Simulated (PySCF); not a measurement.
Os²⁺: excitation energy

Os²⁺ [Xe] 4f14 5d6 (5D) → Os²⁺ [Xe] 4f14 5d5 6p1 (7P), as a difference of total energies. All numbers are calculated (PySCF 2.14, scalar relativity through the core potential, in aug-cc-pwCVDZ-PP with ECP60MDF). Correlated levels: valence: 5s2 5p6 frozen. The calculations carry no spin-orbit coupling.

| method | excitation energy (cm⁻¹) |
| --- | --- |
| UHF | 54603 |
| MP2 (valence) | 59734 |
| SCS-MP2 (valence) | 63600 |
| CCSD (valence) | 60069 |
| CCSD(T) (valence) | 60368 |
